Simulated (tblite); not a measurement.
C₈H₉O (doublet state).
Atom-mapped SMILES: `[CH2:1]=[C:2]1[C:3]([CH2:4][O:5])=[CH:6]/[C:7]1=[CH:8]\[CH3:9]` (hydrogens: H10, H11 on C1; H12, H13 on C4; H14 on C6; H15 on C8; H16, H17, H18 on C9)
Bond orders are those of one Lewis drawing.

Computed with GFN2-xTB (tblite), gas phase: L-BFGS steps from a force-field or distance-geometry start until the largest atomic force falls under 0.01 eV/Å.

Step 19: E = -696.1879 eV
```
atom  x, y, z in Å  |  force x, y, z in eV/Å
C1     -1.4111    1.9028    0.4079    0.006  -0.012   0.042
C2     -0.8095    0.7526    0.1686    0.109  -0.052   0.030
C3     -1.2445   -0.6439   -0.0686    0.035  -0.037  -0.032
C4     -2.5573   -1.3422   -0.0651   -0.094   0.031   0.045
O5     -3.3819   -1.1229    0.9367   -0.044   0.095  -0.026
C6      0.0397   -1.0639   -0.2620    0.224   0.064   0.011
C7      0.5976    0.2655   -0.0160    0.012   0.047  -0.047
C8      1.8261    0.7834    0.0432    0.014  -0.025   0.094
C9      3.0781   -0.0186   -0.1363   -0.022   0.044  -0.008
H10    -0.8582    2.8188    0.5322   -0.012  -0.022  -0.003
H11    -2.4817    1.9490    0.5076   -0.016   0.035  -0.008
H12    -2.4162   -2.4350   -0.2581    0.031   0.045  -0.015
H13    -3.0664   -0.9883   -1.0068    0.038  -0.106   0.012
H14     0.5115   -2.0054   -0.4696   -0.086  -0.059  -0.025
H15     1.9623    1.8402    0.2447   -0.129  -0.111  -0.025
H16     3.9463    0.5899    0.1019    0.022  -0.064  -0.003
H17     3.1714   -0.3662   -1.1637   -0.010   0.048  -0.098
H18     3.0849   -0.9096    0.4916   -0.078   0.078   0.055
```

Step 20: E = -696.1927 eV
```
atom  x, y, z in Å  |  force x, y, z in eV/Å
C1     -1.4097    1.8998    0.4122    0.006   0.013   0.041
C2     -0.8044    0.7511    0.1745    0.065  -0.048   0.029
C3     -1.2479   -0.6427   -0.0608    0.057  -0.035  -0.068
C4     -2.5626   -1.3376   -0.0600   -0.057   0.039   0.021
O5     -3.4013   -1.0954    0.9241   -0.030   0.064  -0.089
C6      0.0332   -1.0663   -0.2691    0.242   0.073   0.034
C7      0.6001    0.2581   -0.0199   -0.047   0.082  -0.012
C8      1.8283    0.7759    0.0465   -0.045  -0.002   0.041
C9      3.0827   -0.0163   -0.1393   -0.017   0.047   0.001
H10    -0.8629    2.8202    0.5322   -0.004  -0.028  -0.003
H11    -2.4811    1.9417    0.5121    0.006   0.024  -0.004
H12    -2.4123   -2.4349   -0.2302   -0.014   0.075   0.010
H13    -3.0498   -1.0059   -1.0245    0.037  -0.119   0.085
H14     0.5001   -2.0077   -0.4822   -0.071  -0.098  -0.040
H15     1.9614    1.8319    0.2530   -0.140  -0.101  -0.016
H16     3.9408    0.6023    0.1022    0.092  -0.072   0.020
H17     3.1844   -0.3592   -1.1664   -0.032   0.044  -0.134
H18     3.0923   -0.9087    0.4841   -0.049   0.042   0.084
```

Task: Estimate the geometry and energy of step 21. (The exact step hangs on the optimiser's Hessian estimate; all steps are aligned on step 20, rigid shifts and turns removed.)

Result: E = -696.1978 eV, largest force 0.172 eV/Å
```
atom  x, y, z in Å  |  force x, y, z in eV/Å
C1     -1.4077    1.8964    0.4167    0.005   0.023   0.030
C2     -0.7985    0.7490    0.1806   -0.012  -0.028   0.019
C3     -1.2486   -0.6425   -0.0550    0.068  -0.022  -0.078
C4     -2.5676   -1.3323   -0.0552    0.034   0.040  -0.014
O5     -3.4175   -1.0701    0.9126   -0.015   0.036  -0.133
C6      0.0312   -1.0678   -0.2749    0.163   0.036   0.041
C7      0.6025    0.2527   -0.0239   -0.077   0.081   0.031
C8      1.8299    0.7693    0.0505   -0.079   0.025  -0.030
C9      3.0858   -0.0136   -0.1425    0.000   0.028   0.001
H10    -0.8667    2.8207    0.5323    0.010  -0.028   0.001
H11    -2.4800    1.9357    0.5152    0.029   0.008   0.003
H12    -2.4081   -2.4324   -0.2069   -0.062   0.082   0.043
H13    -3.0346   -1.0235   -1.0387    0.023  -0.110   0.129
H14     0.4882   -2.0121   -0.4936   -0.039  -0.106  -0.050
H15     1.9567    1.8236    0.2601   -0.124  -0.037   0.007
H16     3.9371    0.6111    0.1023    0.142  -0.072   0.038
H17     3.1942   -0.3518   -1.1707   -0.054   0.042  -0.125
H18     3.0950   -0.9059    0.4794   -0.012   0.003   0.087
```

The energy changes by -0.0050 eV. The first-order estimate −F·Δx gives -0.0070 eV and the mean of the old and new forces, exact on a quadratic surface, -0.0050 eV. The step makes an angle of 76° with the force vector and moves no atom by more than 0.032 Å.

The cost below is that of the whole relaxation. Hardware: one thread of an Arm Neoverse V1, no GPU, shared host with 64 logical CPUs at a one-minute load of 82. Cost: 1.1 s wall.
